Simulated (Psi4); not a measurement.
C$_{3}$H$_{3}$ (SMILES [C]#CC), doublet (typed; the unrestricted solution is spin-contaminated), geometry from GFN2-xTB; CCSD/6-31G (Psi4).

Psi4 was given this input:
```
memory 2 GB

molecule mol {
0 2
C     0.001759   -0.000791    0.334463
C     0.008043   -0.003618    1.529031
C    -0.005905    0.002656   -1.122681
H     0.039968    1.030221   -1.479448
H     0.857477   -0.551204   -1.487490
H    -0.920825   -0.468500   -1.477940
}

set {
  basis 6-31g
  reference uhf
}

energy('ccsd')
print_variables()
```

What the program printed (banner, timings and long lists left out):

```
   => Loading Basis Set <=

    Name: 6-31G
    Role: ORBITAL
    Keyword: BASIS

         ---------------------------------------------------------
                                   SCF
               by Justin Turney, Rob Parrish, Andy Simmonett
                          and Daniel G. A. Smith
                              UHF Reference
         ---------------------------------------------------------

  ==> Geometry <==

    Molecular point group: c1
    Full point group: C1

    Geometry (in Angstrom), charge = 0, multiplicity = 2:

       Center              X                  Y                   Z               Mass
    ------------   -----------------  -----------------  -----------------  -----------------
         C            0.001164459132    -0.000523553185     0.221451622221    12.000000000000
         C            0.007448459132    -0.003350553185     1.416019622221    12.000000000000
         C           -0.006499540868     0.002923446815    -1.235692377779    12.000000000000
         H            0.039373459132     1.030488446815    -1.592459377779     1.007825032230
         H            0.856882459132    -0.550936553185    -1.600501377779     1.007825032230
         H           -0.921419540868    -0.468232553185    -1.590951377779     1.007825032230

  Running in c1 symmetry.

  Rotational constants: A =      5.27776  B =      0.32257  C =      0.32257 [cm^-1]
  Rotational constants: A = 158223.16999  B =   9670.45891  C =   9670.45875 [MHz]
  Nuclear repulsion =   53.404326712483005

  Charge       = 0
  Multiplicity = 2
  Electrons    = 21
  Nalpha       = 11
  Nbeta        = 10

  ==> Algorithm <==

  SCF Algorithm Type is PK.
  DIIS enabled.
  MOM disabled.
  Fractional occupation disabled.
  Guess Type is SAD.
  Energy threshold   = 1.00e-08
  Density threshold  = 1.00e-08
  Integral threshold = 1.00e-12

  ==> Primary Basis <==

  Basis Set: 6-31G
    Blend: 6-31G
    Number of shells: 21
    Number of basis functions: 33
    Number of Cartesian functions: 33
    Spherical Harmonics?: false
    Max angular momentum: 1

  ==> Integral Setup <==

  Using in-core PK algorithm.
   Calculation information:
      Number of atoms:                   6
      Number of AO shells:              21
      Number of primitives:             54
      Number of atomic orbitals:        33
      Number of basis functions:        33

      Integral cutoff                 1.00e-12
      Number of threads:                 1

  Performing in-core PK
  Using 315282 doubles for integral storage.
  We computed 26502 shell quartets total.
  Whereas there are 26796 unique shell quartets.

  ==> DiskJK: Disk-Based J/K Matrices <==

    J tasked:                  Yes
    K tasked:                  Yes
    wK tasked:                  No
    Schwarz Cutoff:          1E-12

  Minimum eigenvalue in the overlap matrix is 1.3943115141E-03.
  Reciprocal condition number of the overlap matrix is 3.0076932849E-04.
    Using symmetric orthogonalization.

  ==> Pre-Iterations <==

  SCF Guess: Superposition of Atomic Densities via on-the-fly atomic UHF (no occupation information).

   -------------------------
    Irrep   Nso     Nmo
   -------------------------
     A         33      33
   -------------------------
    Total      33      33
   -------------------------

  ==> Iterations <==

                        Total Energy        Delta E     RMS |[F,P]|

   @UHF iter SAD:  -114.26341247663169   -1.14263e+02   0.00000e+00
   @UHF iter   1:  -115.09444216107028   -8.31030e-01   7.41630e-03 DIIS/ADIIS
   @UHF iter   2:  -115.13288478670648   -3.84426e-02   3.72165e-03 DIIS/ADIIS
   @UHF iter   3:  -115.14170510137285   -8.82031e-03   1.56515e-03 DIIS/ADIIS
   @UHF iter   4:  -115.14481286534848   -3.10776e-03   8.46807e-04 DIIS/ADIIS
   @UHF iter   5:  -115.14674205358554   -1.92919e-03   7.46399e-04 DIIS/ADIIS
   @UHF iter   6:  -115.15016974124848   -3.42769e-03   6.26057e-04 DIIS/ADIIS
   @UHF iter   7:  -115.15503152835416   -4.86179e-03   1.82445e-04 DIIS/ADIIS
   @UHF iter   8:  -115.15509865622420   -6.71279e-05   6.34839e-05 DIIS
   @UHF iter   9:  -115.15509650820506    2.14802e-06   4.38387e-05 DIIS
   @UHF iter  10:  -115.15509244246236    4.06574e-06   4.65362e-05 DIIS
   @UHF iter  11:  -115.15510582792422   -1.33855e-05   1.65876e-05 DIIS
   @UHF iter  12:  -115.15510772371225   -1.89579e-06   3.87621e-06 DIIS
   @UHF iter  13:  -115.15510781973478   -9.60225e-08   4.49965e-07 DIIS
   @UHF iter  14:  -115.15510782014252   -4.07738e-10   8.14963e-08 DIIS
   @UHF iter  15:  -115.15510782016742   -2.48974e-11   1.90289e-08 DIIS
   @UHF iter  16:  -115.15510782016919   -1.77636e-12   7.87479e-09 DIIS
  Energy and wave function converged.

  ==> Post-Iterations <==

   @Spin Contamination Metric:   3.793440626E-01
   @S^2 Expected:                7.500000000E-01
   @S^2 Observed:                1.129344063E+00
   @S   Expected:                5.000000000E-01
   @S   Observed:                5.000000000E-01

    Orbital Energies [Eh]
    ---------------------

    Alpha Occupied:

[...]
    Alpha Virtual:

[...]
      33A      1.750673

    Beta Occupied:

[...]
      10A     -0.388521

    Beta Virtual:

[...]
    Final Occupation by Irrep:
              A
    DOCC [    10 ]
    SOCC [     1 ]
    NA   [    11 ]
    NB   [    10 ]

  @UHF Final Energy:  -115.15510782016919

   => Energetics <=

    Nuclear Repulsion Energy =             53.4043267124830052
    One-Electron Energy =                -259.6759831297848109
    Two-Electron Energy =                  91.1165485971326206
    Total Energy =                       -115.1551078201691922

  UHF NO Occupations:
  HONO-2 :    9  A 1.9024490
  HONO-1 :   10  A 1.9024490
  HONO-0 :   11  A 1.0000000
  LUNO+0 :   12  A 0.0975510
  LUNO+1 :   13  A 0.0975510
  LUNO+2 :   14  A 0.0030310
  LUNO+3 :   15  A 0.0005608

Computation Completed

Properties will be evaluated at   0.000000,   0.000000,   0.000000 [a0]

[...]

    Input parameters:
    -----------------
    Wave function   =     CCSD
    Reference wfn   =     UHF
    Brueckner       =     No
    Maxiter         =     50
    R_Convergence   =     1.0e-07
    E_Convergence   =     1.0e-06
    Restart         =     Yes
    DIIS            =     Yes
    AO Basis        =     NONE
    ABCD            =     NEW
    Cache Level     =     2
    Cache Type      =     LRU
    Print Level     =     1
    Num. of threads =     1
    # Amps to Print =     10
    Print MP2 Amps? =     No
    Analyze T2 Amps =     No
    Print Pair Ener =     No
    Local CC        =     No
    SCS-MP2         =     False
    SCSN-MP2        =     False
    SCS-CCSD        =     False

MP2 correlation energy -0.2228607792592180
                Solving CC Amplitude Equations
                ------------------------------
  Iter             Energy              RMS        T1Diag      D1Diag    New D1Diag    D2Diag
  ----     ---------------------    ---------   ----------  ----------  ----------   --------
     0        -0.222860779259218    0.000e+00    0.000000    0.000000    0.000000    0.000000
     1        -0.239969192138484    9.562e-02    0.016943    0.000000    0.000000    0.000000
     2        -0.257639301193837    5.546e-02    0.031761    0.000000    0.000000    0.000000
     3        -0.266619671345355    3.405e-02    0.047500    0.000000    0.000000    0.000000
     4        -0.268179895999717    1.495e-02    0.055275    0.000000    0.000000    0.000000
     5        -0.268371419172792    5.806e-03    0.056379    0.000000    0.000000    0.000000
     6        -0.268595925331675    3.386e-03    0.056717    0.000000    0.000000    0.000000
     7        -0.268720014938951    1.570e-03    0.056721    0.000000    0.000000    0.000000
     8        -0.268767291794662    5.115e-04    0.056680    0.000000    0.000000    0.000000
     9        -0.268786945393413    1.715e-04    0.056682    0.000000    0.000000    0.000000
    10        -0.268791908051521    5.607e-05    0.056677    0.000000    0.000000    0.000000
    11        -0.268793036574362    1.806e-05    0.056678    0.000000    0.000000    0.000000
    12        -0.268793141270636    6.739e-06    0.056677    0.000000    0.000000    0.000000
    13        -0.268793119589925    2.894e-06    0.056677    0.000000    0.000000    0.000000
    14        -0.268793060471984    1.268e-06    0.056677    0.000000    0.000000    0.000000
    15        -0.268793027861867    4.004e-07    0.056677    0.000000    0.000000    0.000000
    16        -0.268793008414963    1.936e-07    0.056677    0.000000    0.000000    0.000000
    17        -0.268793004999287    6.913e-08    0.056677    0.000000    0.000000    0.000000

    Iterations converged.

    Largest TIA Amplitudes:
              9   0         0.0983490927
             10   1         0.0983490653
              9   1         0.0617860652
             10   0        -0.0617860412
             10   3         0.0426795835
              9   4         0.0426795204
             10  13         0.0317667180
              9  14         0.0317667038
              7   1         0.0180082385
              6   0         0.0180082098

    Largest Tia Amplitudes:
              8   3        -0.0696089721
              9   2         0.0696089151
              8   2        -0.0650289127
              9   3        -0.0650288711
              9   4        -0.0599880148
              8   5        -0.0599879551
              5   0         0.0282449411
              8  12         0.0257919165
              9  11         0.0257918661
              9  14        -0.0238099906

    Largest TIJAB Amplitudes:
     10   9   1   0        -0.0261797203
     10   9   9   8         0.0160147275
      9   8  12   0         0.0118520248
     10   8  12   1         0.0118519869
     10   9   3   0        -0.0111195657
     10   9   4   1         0.0111195534
      7   6  10   4         0.0094244446
      7   6  11   3        -0.0094244391
      6   5   5   0         0.0085419860
      7   5   5   1         0.0085419788

    Largest Tijab Amplitudes:
      9   8   3   2        -0.0220209366
      9   8  10   9         0.0118255460
      9   8   5   4         0.0116227934
      9   8   4   3        -0.0113505551
      9   8   5   2        -0.0113505239
      9   8   4   2        -0.0106890653
      9   8   5   3         0.0106890490
      8   5   9   6        -0.0106084151
      9   5  10   6         0.0106084106
      9   8  15  14         0.0105722223

    Largest TIjAb Amplitudes:
      9   8   0   2        -0.0525789901
     10   9   1   3        -0.0525789631
      8   8   0   0         0.0509461301
      8   9   1   0         0.0509461136
      9   8   0   3        -0.0504269155
     10   9   1   2         0.0504268783
     10   9   1   4        -0.0449238217
      9   8   0   5        -0.0449237899
     10   8   1   3        -0.0389504339
      9   9   0   2         0.0389504132

    SCF energy       (wfn)                    = -115.155107820169192
    Reference energy (file100)                = -115.155107820169576

    Opposite-spin MP2 correlation energy      =   -0.168811042223777
    Same-spin MP2 correlation energy          =   -0.054049737035441
    Singles MP2 correlation energy            =   -0.000000000000000
    MP2 correlation energy                    =   -0.222860779259218
      * MP2 total energy                      = -115.377968599428797

    Opposite-spin CCSD correlation energy     =   -0.224142171852430
    Same-spin CCSD correlation energy         =   -0.044650833146856
    Singles CCSD correlation energy           =   -0.000000000000000
    CCSD correlation energy                   =   -0.268793004999287
      * CCSD total energy                     = -115.423900825168857

  Variable Map:
  ----------------------------------------------------------------------------
[...]
  Array Variable Map:
  ----------------------------------------------------------------------------
[...]
[...]
```
